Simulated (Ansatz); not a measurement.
Consider the redistribution: `B[SiH](F)Cl` + `BC[SiH2]O` → `B[SiH](B)F` + `O[SiH2]CCl`.

Calculated with Ansatz (gas phase, PBE0-D4/def2-TZVP geometries, no zero-point term in ΔE). CCSD(T)/CBS adds triple-zeta CCSD(T) − MP2 to the extrapolated MP2 energy (def2 sets, frozen cores). DFT in def2-TZVPP. Each species was taken in one conformer, which may not be the lowest.

Is it downhill or uphill in electronic energy at CCSD(T)/CBS, and by how much? (An estimate is asked.)

The calculation gave: Uphill: ΔE = +51.3 kcal/mol.

What do these levels give: PBE0-D4, r2SCAN0-D4, BHLYP, CAM-B3LYP, SCS-MP2/def2-TZVPP, HF/CBS(def2)? (An estimate is asked.)

Ansatz gave: PBE0-D4 50.2, r2SCAN0-D4 52.5, BHLYP 52.1, CAM-B3LYP 51.4, SCS-MP2/def2-TZVPP 52.9, HF/CBS(def2) 52.7 kcal/mol.

Largest T1 diagnostic among the species: 0.013.

Leaving LDA and LC-ωPBE aside and taking each functional with its dispersion term where it has one, the values, not all of them listed here, spread over 4.8 kcal/mol, from revPBE-D4 to PBE-QIDH. LDA lies +1.2 kcal/mol from PBE without D4. From PBE to PBE0 (25 % exact exchange), in def2-TZVPP and without D4, ΔE moves by +2.0 kcal/mol.
